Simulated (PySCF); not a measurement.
Spectra and structures to be paired. The calculation used TDDFT CAM-B3LYP/def2-SVPD, vertical, gas phase, core orbitals frozen in the response in PySCF. Geometries: GFN2-xTB; one conformer of each isolated species. Triplets are in the Tamm–Dancoff approximation.

A. `c1nc[nH]n1`
B. `O=C=C(Cl)CC(=O)[SiH3]`
C. `CC[SiH2]C(=O)CC`
D. `C=CCCC[SiH2]O`
E. `[SiH3][SiH2][SiH2][Si@H](F)C#C`

Lowest singlet levels (six at most, fewer where fewer were computed) with oscillator strengths:

1. 193 nm (f 0.006); 170 nm (f 0.103); 166 nm (f 0.000); 165 nm (f 0.004); 162 nm (f 0.029); 156 nm (f 0.004); T1 4.91 eV
2. 446 nm (f 0.000); 350 nm (f 0.000); 258 nm (f 0.001); 235 nm (f 0.042); 201 nm (f 0.003); 197 nm (f 0.009); T1 2.37 eV
3. 176 nm (f 0.004); 168 nm (f 0.217); 166 nm (f 0.090); 161 nm (f 0.044); 159 nm (f 0.006); 158 nm (f 0.005); T1 4.50 eV
4. 347 nm (f 0.001); 197 nm (f 0.002); 181 nm (f 0.006); 177 nm (f 0.012); 166 nm (f 0.110); 164 nm (f 0.003); T1 2.93 eV
5. 221 nm (f 0.014); 202 nm (f 0.004); 195 nm (f 0.017); 189 nm (f 0.063); 182 nm (f 0.086); 179 nm (f 0.064); T1 4.94 eV

Problem. Which spectrum belongs to which structure?

Solution. 1 = A, 2 = B, 3 = D, 4 = C, 5 = E.
- A: S1 at 6.43 eV, HOMO-1→LUMO (98%); Löwdin shares by element: HOMO nitrogen 48% or more, carbon 42%; LUMO nitrogen 54%, carbon 26% or more (atoms not listed hold the other 20%); HOMO -9.34 and LUMO 1.11 eV; point group Cs, 1 of its 6 listed states under f = 0.0005.
- B: S1 at 2.78 eV, HOMO→LUMO (78%), HOMO-1→LUMO (18%); Löwdin shares by element: HOMO oxygen 29%, carbon 21% or more, chlorine 13% (atoms not listed hold the other 36%); LUMO carbon 44% or more, oxygen 26% or more, chlorine 21%; HOMO -8.35 and LUMO -1.28 eV.
- C: S1 at 3.57 eV, HOMO→LUMO (96%); Löwdin shares by element: HOMO oxygen 47%, carbon 29% or more, silicon 13%; LUMO carbon 43% or more, oxygen 31%, silicon 12%; HOMO -8.14 and LUMO 0.15 eV.
- D: S1 at 7.05 eV, HOMO-1→LUMO (80%); Löwdin shares by element: HOMO carbon 78% or more (atoms not listed hold the other 22%); LUMO silicon 30%, oxygen 28%, hydrogen 22% or more (atoms not listed hold the other 20%); HOMO -8.84 and LUMO 0.86 eV.
- E: S1 at 5.62 eV, HOMO→LUMO (62%); Löwdin shares by element: HOMO silicon 37% or more, carbon 34% (atoms not listed hold the other 29%); LUMO silicon 42% or more, carbon 25% (atoms not listed hold the other 32%); HOMO -9.41 and LUMO -0.16 eV.
